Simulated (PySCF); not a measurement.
## Bond length, frequency and bond energy of BSb by level of theory

State: ³Π (triplet), unpaired electrons σ ↑, π ↑. Set-up: basis B aug-cc-pVDZ, Sb aug-cc-pVDZ-PP with ECP28; scalar-relativistic core potentials; PySCF 2.14. De refers to B + Sb in their high-spin ground configurations, without counterpoise correction. The functionals are run spin-unrestricted. A positive dipole means B(−)Sb(+).

| Level | Re (Å) | ωe (cm⁻¹) | De (eV) | μ (D) | CPU s a point (SCF and correlation, without the integrals) |
| --- | --- | --- | --- | --- | --- |
| ROHF | 2.050 | 711 | 0.54 | -0.13 | 0.18 |
| ROHF-MP2 | 2.074 | 714 | 1.92 | n/a | 0.3 |
| ROHF-SCS-MP2 | 2.081 | 693 | 1.72 | n/a | n/a |
| ROHF-CCSD | 2.089 | 656 | 1.57 | n/a | n/a |
| ROHF-CCSD(T) | 2.103 | 640 | 1.82 | n/a | 15 |
| PBE | 2.083 | 659 | 2.74 | 0.95 | 0.87 |
| revPBE | 2.092 | 649 | 2.50 | 0.95 | 0.54 |
| r²SCAN | 2.067 | 686 | 2.53 | 0.67 | 1.2 |
| PBE0 | 2.062 | 688 | 2.40 | 0.75 | 1.5 |
| r²SCAN0 | 2.055 | 702 | 2.26 | 0.54 | 1.4 |
| B2PLYP | 2.080 | 664 | 2.23 | 0.44 | 2.1 |

The bond length runs from 2.050 Å (ROHF) to 2.103 Å (ROHF-CCSD(T)). De spans 0.54 eV (ROHF, mean field) to 2.74 eV (PBE, GGA). Correlation at CCSD(T) changes the Hartree–Fock bond energy by +1.28 eV; the triples alone change it by +0.25 eV.

Correlated steps freeze 5 core orbitals. Correlated levels converge slowly with the basis: in double zeta they bind strong bonds too weakly, by up to about 1 eV, and carry superposition errors of some tenths. These are scalar-relativistic numbers at best; spin–orbit coupling would shift them, the dissociation energy most. B2PLYP dipoles, levels and charges come from its SCF part alone. UHF is strongly spin-contaminated for BSb, so the ROHF reference used there is far from stable. The state is the lowest determinant that a PBE0 search found; another state may lie lower at other levels.

The whole job (state search and all levels along the bond) took about 3.8 min on 1 thread of Arm Neoverse V1 (shared host), peak memory 0.76 GiB.
